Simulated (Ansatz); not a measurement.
Geometry optimisation, RKS B3LYP/def2-SVP in Ansatz.

The input (input.yaml):

```yaml
crystal:
  periodic: [false, false, false]
  atoms:
    - { symbol: In, position_ang: [0.0, 0.0, 0.0] }
    - { symbol: O, position_ang: [0.0, 0.0, 1.99] }
    - { symbol: H, position_ang: [-0.9095, -0.2814, 2.3271] }
    - { symbol: O, position_ang: [1.7233, 0.0, -0.995] }
    - { symbol: H, position_ang: [2.0232, -0.9519, -1.1499] }
    - { symbol: O, position_ang: [-1.7233, 0.0, -0.995] }
    - { symbol: H, position_ang: [-2.233, -0.8467, -0.7865] }
basis:
  gaussian: { orbitals: def2-SVP }
hamiltonian:
  xc: b3lyp
relax:
  f_tol: 0.02
  max_steps: 40
```

Command:

```bash
$ ansatz run input.yaml --threads 2 --pin off --max-ram 3072MiB --backend cpu --events-out ev --progress --plain --runs-dir out
```

Task: Where does it end, and by what steps?

Result: The forces met the threshold. After 7 steps the energy has fallen by 0.335 eV; H5 moved furthest, 0.74 Å.

```csv
step,energy less start (eV),largest force component (eV/Å),accepted
0,0.0000,1.734,yes
1,-0.0263,2.826,yes
2,-0.2173,0.218,yes
3,-0.2473,0.192,yes
4,-0.2964,0.379,yes
5,-0.3248,0.222,yes
6,-0.3334,0.036,yes
7,-0.3349,0.007,yes
```

```xyz
7
Properties=species:S:1:pos:R:3
In 0.064 -0.281 0.111
O -0.081 -0.056 2.094
H -1.003 -0.030 2.388
O 1.890 -0.301 -0.691
H 1.833 -0.440 -1.648
O -1.483 -0.484 -1.158
H -2.338 -0.488 -0.705
```

Whether the end is a true minimum wasn't checked by a vibrational analysis.

Time of the run: 15 s on 2 threads of Arm Neoverse V2, on a shared host, peak memory 0.17 GiB.
